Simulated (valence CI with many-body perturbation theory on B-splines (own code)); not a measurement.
# Valence orbitals of Ag32+

Computed by relativistic CI+MBPT: five valence electrons over a frozen Dirac-Fock core [Ne], radial functions for each j: 11 s, 11 p, 10 d, 8 f, 5 g, 2 h, with the one-electron correlation potential Σ1, the two-electron term Σ2, the three-electron term Σ3, Breit, model QED; selected CI, second order for the rest, scaled by the run's own slope (own B-spline code, finite nucleus).

No measured spectrum was set against this ion. As an estimate, large intervals hold to a few tenths of a per cent, small ones and those within an open d or f shell to about a per cent. Among the levels kept, up to 4200 cm⁻¹ of a level comes from second order outside the variational space, and about a tenth of that is noise between levels of different J, which matters for small intervals.

These are the spectroscopic orbitals of the CI (the correlating ones are not listed), shaped by the core and the other valence electrons. h is the expectation value of the core's Dirac-Fock operator, without the valence repulsion; Σ1 is computed up to l = 3 at one energy for each symmetry, that of its lowest orbital but kept below the first core excitation, so for empty shells it is not the orbital's own correlation shift; Breit and QED include the response of the core.

```tsv
Orbital	h (hartree)	Σ1 (cm⁻¹)	Breit (cm⁻¹)	QED (cm⁻¹)	⟨r⟩ (bohr)
3s1/2	-87.137	-6209	8804	6552	0.3284
4s1/2	-47.188	-2009	3327	2541	0.6164
5s1/2	-29.525	-903	1570	1219	0.9984
6s1/2	-20.205	-489	872	680	1.470
7s1/2	-14.691	-296	534	418	2.032
8s1/2	-11.161	-193	351	275	2.685
3p1/2	-84.088	-7797	14517	-195	0.3143
4p1/2	-45.912	-2491	5540	-70.2	0.6097
5p1/2	-28.883	-1130	2669	-33.1	0.9976
6p1/2	-19.838	-615	1495	-18.3	1.475
7p1/2	-14.462	-373	921	-11.2	2.044
8p1/2	-11.008	-244	608	-7.3	2.703
3p3/2	-82.4	-7303	8864	449	0.3218
4p3/2	-45.229	-2377	3344	178	0.6197
5p3/2	-28.542	-1087	1673	87.3	1.010
6p3/2	-19.643	-594	936	49.3	1.490
7p3/2	-14.341	-361	577	30.6	2.062
8p3/2	-10.928	-237	381	20.3	2.723
3d3/2	-78.463	-8811	6504	-252	0.2808
4d3/2	-43.705	-2379	2293	-86.2	0.5899
5d3/2	-27.795	-1050	1088	-40.8	0.9884
6d3/2	-19.22	-566	605	-22.6	1.477
7d3/2	-14.078	-343	372	-13.9	2.056
3d5/2	-78.089	-8384	3030	-37.8	0.2830
4d5/2	-43.543	-2260	1062	-2.2	0.5926
5d5/2	-27.712	-998	512	1.1	0.9917
6d5/2	-19.172	-538	285	1.2	1.481
7d5/2	-14.048	-326	176	0.9	2.061
4f5/2	-42.712	-1873	180	-27.4	0.5248
5f5/2	-27.293	-922	124	-15.1	0.9306
6f5/2	-18.934	-522	79.1	-9.0	1.426
7f5/2	-13.899	-325	52.8	-5.8	2.012
4f7/2	-42.646	-1834	37.6	7.1	0.5261
5f7/2	-27.259	-901	25.9	2.4	0.9321
6f7/2	-18.914	-510	16.0	1.1	1.428
7f7/2	-13.886	-317	10.7	0.6	2.014
5g7/2	-27.135		3.1	-5.4	0.8268
6g7/2	-18.847		3.1	-3.3	1.324
7g7/2	-13.845		2.5	-2.1	1.913
5g9/2	-27.116		0.3	4.0	0.8277
6g9/2	-18.835		0.3	2.3	1.325
7g9/2	-13.838		0.2	1.4	1.914
6h9/2	-18.811				1.180
6h11/2	-18.803				1.180
```

Among the shells of the start configuration 3s2 3p3, Σ1 is largest in size for 3p1/2, where it is 0.042 % of h.

Lowest root of each symmetry, sizes in configuration state functions:

| J | Parity | Roots | Reference | Variational | Second order | Change by selected CI (cm⁻¹) | Change by second order (cm⁻¹) |
| --- | --- | --- | --- | --- | --- | --- | --- |
| 1/2 | even | 11 | 84 | 31952 | 612231 | -13593 | -408 |
| 3/2 | even | 16 | 135 | 31776 | 1376561 | -14425 | -1411 |
| 5/2 | even | 14 | 147 | 31974 | 1789116 | -10998 | -1213 |
| 7/2 | even | 9 | 118 | 31998 | 1840756 | -16486 | -1523 |
| 9/2 | even | 5 | 80 | 31996 | 1561513 | -17189 | -1375 |
| 11/2 | even | 1 | 37 | 32622 | 760107 | -11797 | -876 |
| 13/2 | even | 1 | 15 | 33035 | 578472 | -14050 | -576 |
| 1/2 | odd | 23 | 88 | 31913 | 720250 | -15237 | -965 |
| 3/2 | odd | 34 | 145 | 31983 | 1784657 | -13508 | -1239 |
| 5/2 | odd | 32 | 153 | 31926 | 2241491 | -13958 | -2048 |
| 7/2 | odd | 24 | 129 | 31883 | 2053343 | -11037 | -1699 |
| 9/2 | odd | 12 | 83 | 31990 | 1848184 | -11349 | -1324 |
| 11/2 | odd | 4 | 43 | 32083 | 1565411 | -16801 | -1521 |
